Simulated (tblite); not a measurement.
Compound: C5H10BClS.
Atom-mapped SMILES: `[CH3:1][CH2:2][S:3][BH:4]/[CH:5]=[C:6](/[CH3:7])[Cl:8]` (hydrogens: H9, H10, H11 on C1; H12, H13 on C2; H14 on B4; H15 on C5; H16, H17, H18 on C7)

Computed with GFN2-xTB (tblite), gas phase: L-BFGS steps from a force-field or distance-geometry start until the largest atomic force falls under 0.01 eV/Å.

Step 104: E = -675.8333 eV
```
atom  x, y, z in Å  |  force x, y, z in eV/Å
C1     -3.2072    0.6745   -0.2026   -0.003   0.032   0.005
C2     -2.8376   -0.7935   -0.0980    0.009   0.024  -0.020
S3     -1.2530   -1.1247   -0.9667    0.019   0.019   0.001
B4     -0.0771   -0.4321    0.1567    0.004  -0.006  -0.013
C5      1.3884   -0.3279   -0.2951    0.053  -0.031   0.042
C6      2.4184    0.1482    0.4155   -0.013   0.009  -0.013
C7      3.8195    0.3056   -0.0718    0.024  -0.038  -0.014
Cl8     2.2100    0.6391    2.0605    0.017   0.011   0.019
H9     -4.1436    0.8696    0.3167   -0.013  -0.038   0.001
H10    -2.4299    1.2933    0.2443   -0.027  -0.016  -0.003
H11    -3.3197    0.9684   -1.2447    0.003  -0.036   0.018
H12    -3.5753   -1.4282   -0.5848   -0.049   0.014  -0.002
H13    -2.7200   -1.1032    0.9393   -0.012   0.002  -0.005
H14    -0.4588   -0.0501    1.1944    0.017   0.005  -0.005
H15     1.6437   -0.6430   -1.3012   -0.011   0.043  -0.018
H16     3.8367    0.3980   -1.1548   -0.014   0.023  -0.009
H17     4.2820    1.1798    0.3816    0.005  -0.010  -0.048
H18     4.4147   -0.5670    0.1989   -0.007  -0.005   0.065
```

Step 105: E = -675.8339 eV
```
atom  x, y, z in Å  |  force x, y, z in eV/Å
C1     -3.2083    0.6748   -0.2010   -0.010  -0.015   0.000
C2     -2.8377   -0.7934   -0.1000   -0.009   0.016  -0.021
S3     -1.2519   -1.1209   -0.9680    0.018   0.013  -0.002
B4     -0.0762   -0.4314    0.1574    0.010  -0.003   0.004
C5      1.3911   -0.3305   -0.2921   -0.019  -0.023   0.032
C6      2.4194    0.1507    0.4161   -0.009   0.000   0.004
C7      3.8193    0.3042   -0.0730    0.046  -0.020  -0.011
Cl8     2.2108    0.6482    2.0586    0.016   0.015   0.028
H9     -4.1461    0.8674    0.3155   -0.026  -0.034   0.012
H10    -2.4328    1.2912    0.2493   -0.003   0.013   0.010
H11    -3.3183    0.9690   -1.2424    0.002  -0.017  -0.008
H12    -3.5761   -1.4270   -0.5888   -0.025   0.024   0.006
H13    -2.7206   -1.1055    0.9366   -0.012  -0.001  -0.005
H14    -0.4594   -0.0494    1.1955    0.025  -0.001  -0.021
H15     1.6460   -0.6466   -1.2974   -0.005   0.030  -0.032
H16     3.8352    0.3992   -1.1556   -0.011   0.012  -0.015
H17     4.2847    1.1764    0.3802    0.014   0.004  -0.039
H18     4.4123   -0.5697    0.1973   -0.002  -0.013   0.057
```

Task: Estimate the geometry and energy of step 106. (The exact step hangs on the optimiser's Hessian estimate; all steps are aligned on step 105, rigid shifts and turns removed.)

Result: E = -675.8345 eV, largest force 0.067 eV/Å
```
atom  x, y, z in Å  |  force x, y, z in eV/Å
C1     -3.2091    0.6742   -0.1981   -0.013  -0.014   0.005
C2     -2.8383   -0.7937   -0.1007   -0.007   0.008  -0.016
S3     -1.2517   -1.1201   -0.9691    0.006   0.007  -0.008
B4     -0.0750   -0.4303    0.1545    0.013   0.001   0.014
C5      1.3937   -0.3329   -0.2915   -0.039  -0.006  -0.013
C6      2.4203    0.1521    0.4164   -0.024  -0.019  -0.010
C7      3.8202    0.3019   -0.0726    0.027   0.027  -0.006
Cl8     2.2094    0.6541    2.0564    0.018   0.016   0.044
H9     -4.1477    0.8654    0.3187   -0.006  -0.033   0.003
H10    -2.4331    1.2899    0.2522   -0.010   0.017   0.010
H11    -3.3187    0.9665   -1.2395   -0.005   0.006  -0.016
H12    -3.5787   -1.4237   -0.5910   -0.013   0.011   0.003
H13    -2.7215   -1.1092    0.9346   -0.010  -0.004   0.005
H14    -0.4582   -0.0427    1.1904    0.021  -0.003  -0.012
H15     1.6485   -0.6453   -1.2989   -0.003   0.021   0.001
H16     3.8350    0.3978   -1.1551    0.001  -0.005  -0.012
H17     4.2859    1.1741    0.3798    0.024   0.014  -0.036
H18     4.4102   -0.5713    0.2018    0.022  -0.043   0.046
```

The energy changes by -0.0006 eV. The first-order estimate −F·Δx gives -0.0010 eV and the mean of the old and new forces, exact on a quadratic surface, -0.0006 eV. The step makes an angle of 66° with the force vector and moves no atom by more than 0.009 Å.

What follows is the cost of the whole relaxation. Time: 1.4 s of wall time. Hardware: an Arm Neoverse V1 with one thread, no GPU, on a shared host.
